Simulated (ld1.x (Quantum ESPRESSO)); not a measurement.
## Transferability test, TM potential for Se (Z = 34)

```json
{
 "Element": "Se",
 "Generator": "ld1.x (Quantum ESPRESSO) 7.5",
 "Type": "norm-conserving Troullier–Martins (Kleinman–Bylander form)",
 "Functional": "PBE",
 "Relativity": "scalar-relativistic",
 "Frozen core": "[Ar]",
 "Valence charge": "16",
 "Reference configuration": "3d10 4s2 4p2 (charge +2)",
 "Partial waves": "4s (bound): rc 1.20 bohr; 3d (bound): rc 1.10 bohr; 4p (bound): rc 1.40 bohr",
 "Local potential": "the p channel",
 "Core correction": "a·sin(br)/r model core inside 0.50 bohr"
}
```

Energies are relative to the spin-unpolarised reference configuration 3d10 4s2 4p2; without spin polarisation the order of configurations can differ from experiment. Not all tests gave a result: 1 of 7 tests not solved or not reliable.

```json
{"valence configuration": "3d10 4s2 4p3", "charge": "+1", "ΔE all-electron (eV)": "-20.348", "error AE − PS (meV)": "+5.8"}
{"valence configuration": "3d10 4s0 4p6", "charge": "0", "ΔE all-electron (eV)": "-9.229", "error AE − PS (meV)": "-5.4"}
{"valence configuration": "3d10 4s2 4p0", "charge": "+4", "ΔE all-electron (eV)": "73.052", "error AE − PS (meV)": "-15"}
{"valence configuration": "3d10 4s2 4p4.3", "charge": "-0.3", "ΔE all-electron (eV)": "-32.786", "error AE − PS (meV)": "+17"}
```

(1) What are ΔE and the potential's error for 3d10 4s2 4p1?

(2) What are ΔE and the potential's error for 3d10 4s2 4p4?

Answers

(1) ΔE = 30.868 eV all-electron; the error (AE − PS) is -3.2 meV.

(2) ΔE = -31.193 eV all-electron; the error (AE − PS) is +14 meV.
